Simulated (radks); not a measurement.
The numbers below are computed, except where a source is named.
Numerical settings for the phosphorus ion P3+, [Ne] 3s2. Code: a radial shooting solver on a logarithmic mesh with Libxc functionals. Model: Dirac Kohn-Sham, PBE, spin-unpolarised, spherical densities, finite nucleus; Fermi nuclear charge, rms radius 3.1889 fm. The defaults (mesh step 0.008 in ln r, mesh end at 40 bohr or more with all orbitals vanishing there, Anderson mixing 0.5 over 9 steps, residual threshold near 1e-9 with the energy settled to 1e-9 hartree or 1e-11 of itself, here a cap of 69 iterations) give E = -339.7484 hartree and 3s1/2 at -45.611 eV in 15 iterations. Run on one thread of a shared host, so times are rough (Arm Neoverse V1): 0.05 s of CPU time, 0.05 s wall, 15 iterations on 2189 mesh points. Changes against that run (0 stands for a change within the tolerance of the run):

setting,iterations,converged,E (mhartree),e(3s1/2) (meV),CPU (s)
mesh step in ln r 0.05,15,yes,+0.00106,+0.0142,0.02
mesh step in ln r 0.08,44,no,diverged,-,0.08
mesh step in ln r 0.02,15,yes,0,0,0.03
mesh end (bohr) 1,13,level above zero,+3.43e+04,+4.23e+05,0.03
mesh end (bohr) 12,15,yes,0,0,0.05
residual threshold 0.01,8,yes,0,+0.365,0.04
residual threshold 1e-13,69,no,0,0,0.15
mixing 1.5,13,yes,0,0,0.05
"linear mixing, mixing 1",32,yes,0,0,0.1
"linear mixing, mixing 0.2",69,no,0,0,0.18
mixing history 3,16,yes,0,0,0.06
iteration cap 5,5,no,+0.0535,+123,0.02

Settled on a wrong energy, with an occupied level pushed above zero by the early mesh end: mesh end (bohr) 1 (+34.3 hartree). Apart from these: no run marked as converged misses the energy by more than 1 mhartree. A mesh that ends early acts as a hard wall.
